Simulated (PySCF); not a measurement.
Zn(Br)(OSiH3) (BrH₃OSiZn), SMILES [Zn]([Br])[O][SiH3].

Coordinates come from a TPSSh-D3(BJ)/def2-SVP optimisation. The structure was generated by enumeration; whether it is a known compound was not checked. One conformer was computed; it need not be the lowest.

Level of theory: PySCF with PBE/def2-TZVP.

Symmetry labels are those of the subgroup Cs that the program uses (full group Cs).

Q: List the valence orbital energies around the gap with their symmetry. (Estimate from the structure and the level; the computed values follow.)

A: 
```json
[
 {"orbital": "HOMO−7", "symmetry": "A'", "energy (eV)": "-10.04"},
 {"orbital": "HOMO−6", "symmetry": "A'", "energy (eV)": "-9.18"},
 {"orbital": "HOMO−5", "symmetry": "A'", "energy (eV)": "-9.02"},
 {"orbital": "HOMO−4", "symmetry": "A\"", "energy (eV)": "-8.97"},
 {"orbital": "HOMO−3", "symmetry": "A'", "energy (eV)": "-7.56"},
 {"orbital": "HOMO−2", "symmetry": "A\"", "energy (eV)": "-7.55"},
 {"orbital": "HOMO−1", "symmetry": "A'", "energy (eV)": "-7.22"},
 {"orbital": "HOMO", "symmetry": "A\"", "energy (eV)": "-7.04"},
 {"orbital": "LUMO", "symmetry": "A'", "energy (eV)": "-2.61"},
 {"orbital": "LUMO+1", "symmetry": "A'", "energy (eV)": "-1.05"},
 {"orbital": "LUMO+2", "symmetry": "A\"", "energy (eV)": "-0.99"},
 {"orbital": "LUMO+3", "symmetry": "A'", "energy (eV)": "-0.03"}
]
```
